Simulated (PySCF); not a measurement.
**Two-component Hartree-Fock for Pm⁺ (promethium, charge +1)**

Start: [Xe] 4f5 6s1; 4f5/2 filled at m_j = -3/2, -1/2, +1/2, +3/2, +5/2; 6s1/2 filled at m_j = -1/2. Calculated with PySCF 2.14 in x2c-SVPall-2c: generalised Hartree-Fock with the X2C-1e Hamiltonian and a Gaussian nucleus; one run each with spin-orbit coupling (SO) switched off, then screened by Boettger's factors.

```csv
spinor shell,electrons,"ε, spin-free (eV)","ε, screened SO (eV)",weight of nominal j (screened SO),"rms radius, screened SO (bohr)"
1s1/2,2,-45409.9,-45402.7,1.000,0.0264
2s1/2,2,-7502.2,-7499.9,1.000,0.107
2p1/2,2,-6694.3,-7087.8,1.000,0.0918
2p3/2,4,-6694.3,-6523.1,1.000,0.0979
3s1/2,2,-1687.7,-1687.0,1.000,0.277
3p1/2,2,-1428.5,-1509.5,1.000,0.269
3p3/2,4,-1428.5,-1392.7,1.000,0.282
3d3/2,4,-1072.6,-1087.6,0.996,0.254
3d5/2,6,-1072.6,-1061.8,0.997,0.257
4s1/2,2,-360.81,-360.57,1.000,0.630
4p1/2,2,-273.05,-292.20,0.976,0.652
4p3/2,4,-273.05,-264.42,0.988,0.679
4d3/2,4,-145.93,-153.51,0.713,0.743
4d5/2,6,-145.93,-140.66,0.809,0.747
5s1/2,2,-57.524,-57.482,1.000,1.55
5p1/2,2,-33.948,-37.062,0.912,1.76
5p3/2,4,-33.948,-32.540,0.956,1.86
4f5/2,5,-18.248,-18.230,0.630,1.10
6s1/2,1,-10.183,-10.184,1.000,4.43
```

```
   quantity     spin-free   screened SO
E (hartree)  -10013.26400  -10018.59702
        M_J             2             2
       ⟨J²⟩        12.017        11.415
       ⟨L²⟩        30.014        29.875
       ⟨S²⟩        12.003        11.938
```

The determinant has a definite M_J but mixes levels of different J.

Each row is a mean over spinors that exchange with the open shell spreads, by up to 8.542 eV (4d3/2).

Rows whose weight is well below 1 are mixtures of j = l ± 1/2: exchange outweighs spin-orbit coupling there, and the label is only the starting occupation.

Breit and QED terms are absent; they matter most for the inner s and p1/2 levels.

Densities and radii are taken from the X2C orbitals without a picture-change correction, which distorts them close to the nucleus.

Without spin-orbit coupling the j labels of p, d and f shells carry no meaning; the spin-free column gives the mean over the occupied spinors of each nl shell.
